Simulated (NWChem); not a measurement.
System: C$_{2}$H$_{7}$NSi; SMILES C/C=N\[SiH3]

The following NWChem deck was run.

```
start job
memory heap 200 mb stack 900 mb global 1100 mb
geometry units angstroms noautoz
  C      0.664391     1.903845     0.244062
  C     -0.581447     1.177670    -0.204599
  N     -0.778808    -0.066729    -0.347400
  Si     0.231870    -1.467366    -0.109790
  H      1.490117     1.223815     0.467675
  H      0.982269     2.610031    -0.534602
  H      0.442277     2.503893     1.136627
  H     -1.422794     1.852897    -0.433563
  H      0.297829    -2.185094    -1.408629
  H      1.635910    -1.238448     0.358377
  H     -0.445223    -2.331117     0.891183
end
basis spherical
  * library def2-svp
end
dft
  xc scan
  grid xfine
  iterations 150
  mulliken
end
task dft gradient
```

Output (shortened):

```
             Northwest Computational Chemistry Package (NWChem) 7.3.0
             --------------------------------------------------------

 CS  symmetry detected

                             Geometry "geometry" -> ""
                             -------------------------

 Output coordinates in angstroms (scale by  1.889725989 to convert to a.u.)

  No.       Tag          Charge          X              Y              Z
 ---- ---------------- ---------- -------------- -------------- --------------
    1 C                    6.0000     0.66698746    -1.92195924     0.00000000
    2 C                    6.0000    -0.64293485    -1.17039907     0.00000000
    3 N                    7.0000    -0.85182357     0.08029588     0.00000000
    4 Si                  14.0000     0.20842023     1.46434632     0.00000000
    5 H                    1.0000     1.53377374    -1.25641545     0.00000000
    6 H                    1.0000     0.71809401    -2.57731104     0.87975323
    7 H                    1.0000     0.71809401    -2.57731104    -0.87975323
    8 H                    1.0000    -1.52614001    -1.83083032     0.00000000
    9 H                    1.0000    -0.11360538     2.26254472     1.21063870
   10 H                    1.0000     1.68395509     1.20800868     0.00000000
   11 H                    1.0000    -0.11360538     2.26254472    -1.21063870

 Effective nuclear repulsion energy (a.u.)     156.5366347364

      Symmetry information
      --------------------

 Group name             Cs
 Group number              2
 Group order               2
 No. of unique centers     9

                                 NWChem DFT Module
                                 -----------------

 Summary of "ao basis" -> "ao basis" (spherical)
 ------------------------------------------------------------------------------
       Tag                 Description            Shells   Functions and Types
 ---------------- ------------------------------  ------  ---------------------
 C                          def2-svp                 6       14   3s2p1d
 N                          def2-svp                 6       14   3s2p1d
 Si                         def2-svp                 8       18   4s3p1d
 H                          def2-svp                 3        5   2s1p

      Symmetry analysis of basis
      --------------------------

        a'         65
        a"         30

            General Information
            -------------------
          SCF calculation type: DFT
          Wavefunction type:  closed shell.
          No. of atoms     :    11
          No. of electrons :    40
           Alpha electrons :    20
            Beta electrons :    20
          Charge           :     0
          Spin multiplicity:     1
          Use of symmetry is: on ; symmetry adaption is: on
          Maximum number of iterations: 150
          AO basis - number of functions:    95
                     number of shells:    47
          Convergence on energy requested:  1.00D-06
          Convergence on density requested:  1.00D-05
          Convergence on gradient requested:  5.00D-04

              XC Information
              --------------
                         SCAN Method XC Functional
                  SCAN metaGGA Exchange Functional  1.000
                        SCAN Correlation Potential  1.000

             Grid Information
             ----------------
          Grid used for XC integration:  xfine
          Radial quadrature: Mura-Knowles
          Angular quadrature: Lebedev.
          Tag              B.-S. Rad. Rad. Pts. Rad. Cut. Ang. Pts.
          ---              ---------- --------- --------- ---------
          C                   0.70      100          12.0      1454
          N                   0.65      100          10.0      1454
          Si                  1.10      125          12.0      1454
          H                   0.35      100          13.0      1202
          Grid pruning is: on
          Number of quadrature shells:   925
          Spatial weights used:  Erf1

      Superposition of Atomic Density Guess
      -------------------------------------

 Sum of atomic energies:        -421.72730004

      Non-variational initial energy
      ------------------------------

 Total energy =    -423.860295
 1-e energy   =    -888.948630
 2-e energy   =     308.551700
 HOMO         =      -0.289940
 LUMO         =      -0.018113

      Symmetry analysis of molecular orbitals - initial
      -------------------------------------------------

  Numbering of irreducible representations:

     1 a'          2 a"

  Orbital symmetries:

     1 a'          2 a'          3 a'          4 a'          5 a'
     6 a'          7 a"          8 a'          9 a'         10 a'
    11 a'         12 a'         13 a'         14 a"         15 a'
    16 a"         17 a'         18 a'         19 a"         20 a'
    21 a"         22 a'         23 a'         24 a'         25 a"
    26 a'         27 a'         28 a"         29 a'         30 a'

     ---------------------------------------------
      Total Density - Mulliken Population Analysis
     ---------------------------------------------

    Atom       Charge   Shell Charges
 -----------   ------   -------------------------------------------------------
    1 C    6     6.25   1.99  0.96  0.16  2.07  1.04  0.02
    2 C    6     5.68   1.99  0.95  0.26  1.67  0.74  0.06
    3 N    7     7.77   1.99  1.08  0.52  2.53  1.63  0.02
    4 Si  14    13.43   2.00  1.99  0.98  0.26  5.94  1.10  0.99  0.18
    5 H    1     0.91   0.67  0.21  0.03
    6 H    1     0.88   0.65  0.20  0.03
    7 H    1     0.88   0.65  0.20  0.03
    8 H    1     0.94   0.70  0.23  0.02
    9 H    1     1.09   0.71  0.38  0.01
   10 H    1     1.10   0.70  0.38  0.01
   11 H    1     1.09   0.71  0.38  0.01

   convergence    iter        energy       DeltaE   RMS-Dens  Diis-err
 ---------------- ----- ----------------- --------- --------- ---------
 d= 0,ls=0.0,diis     1   -424.3510015025 -5.81D+02  1.42D-02  4.72D-01
 d= 0,ls=0.0,diis     2   -424.1970009761  1.54D-01  1.08D-02  1.74D+00
 d= 0,ls=0.0,diis     3   -424.4060541004 -2.09D-01  1.94D-03  5.51D-02
 d= 0,ls=0.0,diis     4   -424.4122796279 -6.23D-03  5.94D-04  2.87D-03
 d= 0,ls=0.0,diis     5   -424.4126673556 -3.88D-04  1.60D-04  2.49D-04
  Resetting Diis
 d= 0,ls=0.0,diis     6   -424.4127004185 -3.31D-05  4.22D-05  2.02D-05
 d= 0,ls=0.0,diis     7   -424.4127029960 -2.58D-06  1.82D-05  8.54D-07
 d= 0,ls=0.0,diis     8   -424.4127029905  5.48D-09  9.41D-06  9.20D-07

         Total DFT energy =     -424.412702990491
      One electron energy =     -892.594880564905
           Coulomb energy =      352.836542887627
    Exchange-Corr. energy =      -41.191000049564
 Nuclear repulsion energy =      156.536634736350

 Numeric. integr. density =       39.999999477642

                  Occupations of the irreducible representations
                  ----------------------------------------------

                     irrep           alpha         beta
                     --------     --------     --------
                     a'               16.0         16.0
                     a"                4.0          4.0

                       DFT Final Molecular Orbital Analysis
                       ------------------------------------

 Vector   18  Occ=2.000000D+00  E=-3.133531D-01  Symmetry=a'
              MO Center=  5.6D-01,  1.4D+00,  9.4D-15, r^2= 2.8D+00
   Bfn.  Coefficient  Atom+Function         Bfn.  Coefficient  Atom+Function
  ----- ------------  ---------------      ----- ------------  ---------------
    86      0.329140  10 H  s                51     -0.211892   4 Si py
    81     -0.209590   9 H  s                91     -0.209590  11 H  s
    50      0.204770   4 Si px               87      0.187248  10 H  s
    54     -0.156777   4 Si py               53      0.145422   4 Si px
    48      0.119177   4 Si py               47     -0.117214   4 Si px

 Vector   19  Occ=2.000000D+00  E=-2.817510D-01  Symmetry=a"
              MO Center= -3.5D-01,  3.9D-01,  1.6D-15, r^2= 4.0D+00
   Bfn.  Coefficient  Atom+Function         Bfn.  Coefficient  Atom+Function
  ----- ------------  ---------------      ----- ------------  ---------------
    34      0.343622   3 N  pz               20     -0.294769   2 C  pz
    37     -0.243103   3 N  pz               81      0.222854   9 H  s
    91     -0.222854  11 H  s                23     -0.197275   2 C  pz
    52      0.160170   4 Si pz               82      0.153467   9 H  s
    92     -0.153467  11 H  s                 6      0.118958   1 C  pz

[...]

                         DFT ENERGY GRADIENTS

    atom               coordinates                        gradient
                 x          y          z           x          y          z
   1 C       1.260424  -3.631976   0.000000    0.007525  -0.005764   0.000000
   2 C      -1.214971  -2.211734   0.000000   -0.007337  -0.000929   0.000000
   3 N      -1.609713   0.151737   0.000000   -0.002612   0.001900   0.000000
   4 Si      0.393857   2.767213   0.000000    0.001073   0.001836   0.000000
   5 H       2.898412  -2.374281   0.000000   -0.002615  -0.002516   0.000000
   6 H       1.357001  -4.870412   1.662493    0.000385   0.001765  -0.001990
   7 H       1.357001  -4.870412  -1.662493    0.000385   0.001765   0.001990
   8 H      -2.883986  -3.459768   0.000000    0.003803   0.003287   0.000000
   9 H      -0.214683   4.275590   2.287775    0.000539  -0.000927  -0.001386
  10 H       3.182214   2.282805   0.000000   -0.001687   0.000510   0.000000
  11 H      -0.214683   4.275590  -2.287775    0.000539  -0.000927   0.001386
```

Level: SCAN/def2-SVP. The geometry was optimised at B3LYP/6-31G* (spherical d).
